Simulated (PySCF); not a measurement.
2,6-difluoropyridine, C₅H₃F₂N.
SMILES: `Fc1cccc(F)n1`

Computed geometry: GFN2-xTB, gas phase.

Take the most abundant isotopes and a rigid rotor. 

(1) What are A, B and C (MHz)?

(2) What kind of rotor is it?

(3) Is it planar, by Δ = Ic − Ia − Ib?

(4) Where do the levels up to J = 3 lie, in MHz?

(5) Estimate the classical rotational partition function at 200 K, 298.15 K and 500 K.

## Answers

(1) Ia = 134.64, Ib = 264.83, Ic = 399.47 u·Å²; 505379 MHz·u·Å²/I gives A = 3754, B = 1908, C = 1265 MHz.

(2) An asymmetric top: κ = (2 × 1908 − 3754 − 1265)/(3754 − 1265) = -0.48.

(3) Planar: Δ = Ic − Ia − Ib = 0.00 u·Å². For a rigid frame Δ = −2 Σ m c², so it vanishes when all atoms lie in the ab plane; here none is more than 0.01 Å from it.

(4) Above 0(0,0):
J = 1: 1(0,1) 3173, 1(1,1) 5019, 1(1,0) 5662
J = 2: 2(0,2) 9379, 2(1,2) 10722, 2(1,1) 12652, 2(2,1) 18188, 2(2,0) 18329
J = 3: 3(0,3) 18375, 3(1,3) 19198, 3(1,2) 23037, 3(2,2) 27708, 3(2,1) 28373, 3(3,1) 38622, 3(3,0) 38642
The levels of one J sum to (2J + 1)J(J + 1)(A + B + C)/3.

(5) Point group C2v, symmetry number σ = 2; q = (√π/σ)·√((kT/h)³/(ABC)), k/h = 20836.6 MHz/K: 79200 at 200 K, 144000 at 298.15 K, 313000 at 500 K.

Whether it is a minimum is left open (no frequencies). Constants of a rigid frame at the computed geometry: no zero-point averaging, no centrifugal distortion.
